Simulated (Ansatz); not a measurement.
C3H10OSi can be A, `C[SiH](C)CO`, or B, `COCC[SiH3]`.

Isolated molecules relaxed with PBE0-D4/def2-TZVP in Ansatz; ΔE leaves out vibrations. CCSD(T)/CBS is the MP2 limit (def2-TZVPP, def2-QZVPP) plus CCSD(T) − MP2 in def2-TZVPP, frozen cores. DFT in def2-TZVPP. B3LYP here is the variant with VWN-RPA as its local correlation; programs differ in this. Each species was taken in one conformer, which may not be the lowest.

A:

```xyz
15

C     0.515    0.244   -1.643
Si    0.503    0.044    0.222
C     0.103    1.666    1.069
C    -0.791   -1.258    0.692
O    -0.634   -2.492    0.000
H     1.249    0.995   -1.945
H    -0.462    0.566   -2.015
H     0.784   -0.688   -2.147
H     1.846   -0.434    0.660
H     0.087    1.550    2.155
H    -0.874    2.043    0.756
H     0.849    2.427    0.827
H    -0.701   -1.494    1.757
H    -1.807   -0.854    0.557
H    -0.666   -2.316   -0.943
```

B:

```xyz
15

C    -0.200    2.217    1.452
O     0.063    0.843    1.386
C    -0.053    0.340    0.079
C     0.243   -1.141    0.088
Si    0.120   -1.950   -1.601
H    -1.221    2.450    1.118
H     0.504    2.793    0.835
H    -0.090    2.524    2.492
H    -1.069    0.530   -0.305
H     0.645    0.870   -0.589
H    -0.451   -1.646    0.768
H     1.249   -1.309    0.484
H    -1.250   -1.792   -2.161
H     0.426   -3.400   -1.494
H     1.083   -1.330   -2.552
```

Task: Which is lower in electronic energy at CCSD(T)/CBS, and by how much? (Best estimate.)

Result: Computed: A, by 23.9 kcal/mol.

Task: Give E(B) − E(A) in kcal/mol with CCSD/def2-TZVPP, PBE0-D4, B2PLYP, B3LYP-D4, r2SCAN-D4, PBE-D4, B3LYP. (An estimate is asked.)

Result: The calculation gave: CCSD/def2-TZVPP 22.3, PBE0-D4 23.8, B2PLYP 22.6, B3LYP-D4 22.8, r2SCAN-D4 24.3, PBE-D4 23.9, B3LYP 22.0. None reverses the order clearly.

Largest T1 diagnostic: 0.010.

In def2-TZVPP, CCSD(T) changes the Hartree–Fock value by +4.1 kcal/mol (the triples alone add +0.3 kcal/mol) and MP2 by +5.6 kcal/mol. The D4 term adds +0.8 kcal/mol with B3LYP and +0.5 kcal/mol with PBE0; it sums over pairs of atoms, weighted by their polarisabilities, and B3LYP, whose exchange is more repulsive, gets the larger term.
